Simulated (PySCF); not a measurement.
Br3In, triplet, at a GFN2-xTB geometry (such geometries of metal compounds can be far from the true shape) (a higher spin typed on purpose: for a closed-shell molecule this is an excited state) (all electrons, no relativity); B3LYP5/STO-3G (PySCF).

Input for PySCF:
```python
from pyscf import gto, scf, dft

mol = gto.M(
    atom='''
In   -0.312214    0.348297    0.722579
Br   -1.817276   -1.601366   -0.491829
Br    0.135348    2.032527   -1.399741
Br    2.119028   -0.918777    0.879960
''',
    basis='sto-3g',
    charge=0,
    spin=2,
    verbose=4,
)

mf = dft.UKS(mol)
mf.xc = 'b3lyp5'
mf.kernel()
```

The log (banner, timings and long lists left out):

```
PySCF version 2.14.0

[INPUT] verbose = 4
[INPUT] num. atoms = 4
[INPUT] num. electrons = 154
[INPUT] charge = 0
[INPUT] spin (= nelec alpha-beta = 2S) = 2
[INPUT] symmetry False subgroup None
[INPUT] Mole.unit = angstrom
[INPUT] Symbol           X                Y                Z      unit          X                Y                Z       unit  Magmom
[INPUT]  1 In    -0.312214000000   0.348297000000   0.722579000000 AA   -0.589998952255   0.658185940008   1.365476413362 Bohr   0.0
[INPUT]  2 Br    -1.817276000000  -1.601366000000  -0.491829000000 AA   -3.434153932745  -3.026143165190  -0.929422110119 Bohr   0.0
[INPUT]  3 Br     0.135348000000   2.032527000000  -1.399741000000 AA    0.255770651508   3.840919370784  -2.645127135325 Bohr   0.0
[INPUT]  4 Br     2.119028000000  -0.918777000000   0.879960000000 AA    4.004382570285  -1.736236899550   1.662883400572 Bohr   0.0

nuclear repulsion = 1451.83932933638
number of shells = 35
number of NR pGTOs = 243
number of NR cGTOs = 81
basis = sto-3g
ecp = {}

******** <class 'pyscf.dft.uks.UKS'> ********
method = UKS
initial guess = minao
damping factor = 0
level_shift factor = 0
DIIS = <class 'pyscf.scf.diis.CDIIS'>
diis_start_cycle = 1
diis_space = 8
diis_damp = 0
SCF conv_tol = 1e-09
SCF conv_tol_grad = None
SCF max_cycles = 50
direct_scf = True
direct_scf_tol = 1e-13
number electrons alpha = 78  beta = 76
XC library pyscf.dft.libxc version 7.1.2
    S. Lehtola, C. Steigemann, M. J. T. Oliveira, and M. A. L. Marques,  SoftwareX 7, 1–5 (2018)
XC functionals = b3lyp5
    P. A. M. Dirac,  Math. Proc. Cambridge Philos. Soc. 26, 376 (1930)
    F. Bloch,  Z. Phys. 57, 545 (1929)
    A. D. Becke,  Phys. Rev. A 38, 3098 (1988)
    C. Lee, W. Yang, and R. G. Parr,  Phys. Rev. B 37, 785 (1988)
    B. Miehlich, A. Savin, H. Stoll, and H. Preuss,  Chem. Phys. Lett. 157, 200 (1989)
    S. H. Vosko, L. Wilk, and M. Nusair,  Can. J. Phys. 58, 1200 (1980)
radial grids:
    Treutler-Ahlrichs [JCP 102, 346 (1995); DOI:10.1063/1.469408] (M4) radial grids

becke partition: Becke, JCP 88, 2547 (1988); DOI:10.1063/1.454033
pruning grids: <function nwchem_prune>
grids dens level: 3
symmetrized grids: False
atomic radii adjust function: <function treutler_atomic_radii_adjust>
small_rho_cutoff = 0
Set gradient conv threshold to 3.16228e-05
tot grids = 83152
init E= -13296.4307146327

cycle= 1 E= -13322.213573685  delta_E= -25.8  |g|= 0.219  |ddm|= 1.97

cycle= 2 E= -13322.2481897025  delta_E= -0.0346  |g|= 0.0465  |ddm|= 0.726

cycle= 3 E= -13322.2509020509  delta_E= -0.00271  |g|= 0.0297  |ddm|= 0.251

cycle= 4 E= -13322.2522829046  delta_E= -0.00138  |g|= 0.00435  |ddm|= 0.102

cycle= 5 E= -13322.2515411434  delta_E= 0.000742  |g|= 0.0196  |ddm|= 0.12

cycle= 6 E= -13322.2523314381  delta_E= -0.00079  |g|= 0.00109  |ddm|=  0.1

cycle= 7 E= -13322.2523107577  delta_E= 2.07e-05  |g|= 0.00334  |ddm|= 0.0224

cycle= 8 E= -13322.2523342483  delta_E= -2.35e-05  |g|= 7.44e-05  |ddm|= 0.0175

cycle= 9 E= -13322.2523342656  delta_E= -1.73e-08  |g|= 3.84e-06  |ddm|= 0.000538

cycle= 10 E= -13322.2523342657  delta_E= -1.51e-10  |g|= 1.71e-06  |ddm|= 2.96e-05

Extra cycle  E= -13322.2523342656  delta_E= 1.22e-10  |g|= 8.01e-06  |ddm|= 4.88e-05
converged SCF energy = -13322.2523342656  <S^2> = 2.00173  2S+1 = 3.0011531
```
